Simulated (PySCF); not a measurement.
Spin states and ions at one geometry of [Bi(SH)2]+

PySCF 2.14.0, RKS BP86, Bi def2-SVP with ECP60, S def2-SVP, H def2-SVP; non-relativistic Hamiltonian with scalar-relativistic core potentials where named; density fitting; no spin-orbit coupling; singlets restricted, open shells unrestricted. The geometry is relaxed for charge +1, singlet, vacuum:

```xyz
5

Bi    0.0000    1.3929   -0.3567
S     0.0000   -0.3732    1.4091
H     0.0000    0.5278    2.4427
S     0.0000   -0.1303   -2.3330
H     0.0000   -1.3087   -1.6332
```

Energies count from the relaxed state; an electron taken off or put on is at rest in vacuum. Charges and spins are Mulliken's.

Order these states by energy, lowest first.
A. charge 0, doublet, vacuum
B. charge +1, singlet, vacuum
C. charge +1, triplet, vacuum
D. charge +2, doublet, vacuum

A (-6.96 eV), B (0.00 eV), C (1.97 eV), D (14.64 eV).

How do charge and spin on the first atom follow?


| state | spin squared | charge on Bi1 (e) | spin on Bi1 (e) | dipole about the centre of mass (D) |
| --- | --- | --- | --- | --- |
| charge +1, singlet, vacuum | 0.00 | 0.80 | 0.00 | 1.35 |
| charge +1, triplet, vacuum | 2.00 | 0.58 | 0.83 | 2.24 |
| charge +2, doublet, vacuum | 0.78 | 1.10 | -0.21 | 3.76 |
| charge 0, doublet, vacuum | 0.75 | 0.32 | 0.81 | 2.11 |

With an electron taken off (doublet) the charges change, summed by element, by Bi +0.29 e, S +0.57 e, H +0.13 e. The vertical ionisation energy is 14.64 eV, against −ε(HOMO) = 11.78 eV of the relaxed state. The level lies 2.9 eV too high, as is usual for semilocal functionals and global hybrids, which keep a self-interaction error.

With an electron put on (doublet) the charges change, summed by element, by Bi -0.48 e, S -0.39 e, H -0.13 e. The vertical electron affinity is 6.96 eV, against −ε(LUMO) = 9.74 eV of the relaxed state.

Open shells may have lower solutions than those found.
